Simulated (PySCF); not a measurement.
C3H5BO2, SMILES OB1CC=CO1.

Coordinates come from a PBE-D3(BJ)/def2-SVP optimisation. One conformer was computed; it need not be the lowest.

Two levels are set side by side: PBE/def2-TZVP (PySCF) and PBE0/def2-TZVP (PySCF). Same geometry, gas phase. Differences are taken from unrounded values.

| quantity | PBE |
|---|---|
| orbital gap (eV) | 4.71 |
| highest occupied level (eV) | -5.49 |
| lowest empty level (eV) | -0.78 |
| dipole moment (D) | 2.38 |
| mean polarisability (bohr³) | 53.7 |

Task: These are the PBE values. What does PBE0 give? (The exact figures need the calculation; the answer reports its results.)

Result: 
```json
[
 {"quantity": "orbital gap (eV)", "PBE0": "6.90", "PBE minus PBE0": "-2.19"},
 {"quantity": "highest occupied level (eV)", "PBE0": "-6.65", "PBE minus PBE0": "1.16"},
 {"quantity": "lowest empty level (eV)", "PBE0": "0.24", "PBE minus PBE0": "-1.02"},
 {"quantity": "dipole moment (D)", "PBE0": "2.48", "PBE minus PBE0": "-0.11"},
 {"quantity": "mean polarisability (bohr³)", "PBE0": "51.9", "PBE minus PBE0": "1.9"}
]
```

Without exact exchange PBE keeps part of each electron's self-repulsion, which lifts occupied levels and narrows the gap. Loosely held outer electrons make PBE densities more polarisable. Differences between two approximate levels are no errors against the true value.

Rough cost on one machine, each run with all the roots and properties that it gave: PBE0 against PBE within a factor of 2.
